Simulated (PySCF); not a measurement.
Compound: C7H10O.
SMILES with atom numbers: `[CH3:1][CH2:2][CH2:3][c:4]1[cH:5][cH:6][o:7][cH:8]1` (hydrogens: H9, H10, H11 on C1; H12, H13 on C2; H14, H15 on C3; H16 on C5; H17 on C6; H18 on C8)

The same species was optimised twice, with GFN2-xTB and with PBE0-D3(BJ)/def2-SVP (PySCF), and the same property calculations (PySCF, gas phase) were run on both structures.

```csv
coordinate,GFN2-xTB,PBE0-D3(BJ)/def2-SVP,change
C4–C5 (Å),1.423,1.437,+0.014
O7–C8 (Å),1.346,1.350,+0.004
C3–C4 (Å),1.491,1.495,+0.004
C6–O7 (Å),1.343,1.347,+0.004
C1–C2 (Å),1.523,1.519,-0.004
C5–C6 (Å),1.358,1.362,+0.004
C2–C3 (Å),1.535,1.531,-0.004
C4–C8 (Å),1.363,1.365,+0.002
C2–C3–C4 (°),111.9,113.6,+1.7
C1–C2–C3 (°),112.1,113.6,+1.5
C3–C4–C5 (°),126.7,127.2,+0.5
C6–O7–C8 (°),106.8,107.3,+0.5
C5–C6–O7 (°),110.7,110.4,-0.3
C3–C4–C8 (°),128.1,127.9,-0.2
C5–C4–C8 (°),105.2,104.9,-0.3
C4–C5–C6 (°),106.2,106.3,+0.1
C1–C2–C3–C4 (°),-67,-62,+5
C2–C3–C4–C5 (°),-81,-64,+17
```

Rotational constants: A = 4456, B = 1327, C = 1202 MHz (GFN2-xTB) against A = 4403, B = 1272, C = 1225 MHz (PBE0-D3(BJ)/def2-SVP). Point groups within 0.08 Å: C1 and C1.

On the GFN2-xTB structure: lowest singlet, TDDFT (eV) 6.16 [CAM-B3LYP/def2-SVPD]; lowest triplet, Tamm–Dancoff (eV) 4.01 [CAM-B3LYP/def2-SVPD]; isotropic polarisability (au) 81.7 [CAM-B3LYP/def2-SVPD]; HOMO (eV) -7.77 [CAM-B3LYP/def2-SVPD]; LUMO (eV) 1.30 [CAM-B3LYP/def2-SVPD]; dipole (D) 1.02 [CAM-B3LYP/def2-SVPD]; HOMO (eV) -6.47 [PBE0/pcSseg-1]; LUMO (eV) 0.42 [PBE0/pcSseg-1]; dipole (D) 0.91 [PBE0/pcSseg-1]; GIAO shielding of C1 (ppm) 172.8 [PBE0/pcSseg-1]; GIAO shielding of C2 (ppm) 159.7 [PBE0/pcSseg-1]; GIAO shielding of C3 (ppm) 156.4 [PBE0/pcSseg-1]; GIAO shielding of C4 (ppm) 55.2 [PBE0/pcSseg-1]; GIAO shielding of C5 (ppm) 69.1 [PBE0/pcSseg-1]; GIAO shielding of C6 (ppm) 38.8 [PBE0/pcSseg-1]; GIAO shielding of O7 (ppm) 37.0 [PBE0/pcSseg-1]; GIAO shielding of C8 (ppm) 41.3 [PBE0/pcSseg-1].

**Question.** What do these properties become on the PBE0-D3(BJ)/def2-SVP structure?

**Answer.** 
```tsv
property	level	on GFN2-xTB	on PBE0-D3(BJ)/def2-SVP	change
lowest singlet, TDDFT (eV)	CAM-B3LYP/def2-SVPD	6.16	6.20	+0.04
lowest triplet, Tamm–Dancoff (eV)	CAM-B3LYP/def2-SVPD	4.01	4.04	+0.03
isotropic polarisability (au)	CAM-B3LYP/def2-SVPD	81.7	83.0	+1.3
HOMO (eV)	CAM-B3LYP/def2-SVPD	-7.77	-7.81	-0.04
LUMO (eV)	CAM-B3LYP/def2-SVPD	1.30	1.32	+0.02
dipole (D)	CAM-B3LYP/def2-SVPD	1.02	0.99	-0.03
energy, GFN2-xTB geometry as zero (kcal/mol)	CAM-B3LYP/def2-SVPD	0.0	-1.2	-1.2
HOMO (eV)	PBE0/pcSseg-1	-6.47	-6.51	-0.04
LUMO (eV)	PBE0/pcSseg-1	0.42	0.43	+0.01
dipole (D)	PBE0/pcSseg-1	0.91	0.88	-0.03
energy, GFN2-xTB geometry as zero (kcal/mol)	PBE0/pcSseg-1	0.0	-0.9	-0.9
GIAO shielding of C1 (ppm)	PBE0/pcSseg-1	172.8	170.7	-2.1
GIAO shielding of C2 (ppm)	PBE0/pcSseg-1	159.7	158.9	-0.8
GIAO shielding of C3 (ppm)	PBE0/pcSseg-1	156.4	155.9	-0.5
GIAO shielding of C4 (ppm)	PBE0/pcSseg-1	55.2	54.6	-0.6
GIAO shielding of C5 (ppm)	PBE0/pcSseg-1	69.1	68.7	-0.4
GIAO shielding of C6 (ppm)	PBE0/pcSseg-1	38.8	37.1	-1.7
GIAO shielding of O7 (ppm)	PBE0/pcSseg-1	37.0	34.3	-2.7
GIAO shielding of C8 (ppm)	PBE0/pcSseg-1	41.3	40.1	-1.2
```

The heavy atoms differ by 0.160 Å rms after alignment. Among bonds between heavy atoms C4–C5 changes most (+0.014 Å). Changes are differences of the printed values. Neither structure is proved a minimum here.

Shape of the structure used: `[CH3:1][CH2:2][CH2:3][c:4]1[cH:5][cH:6][o:7][cH:8]1`: C1–C2–C3–C4 -62°, C2–C3–C4–C5 -64°.
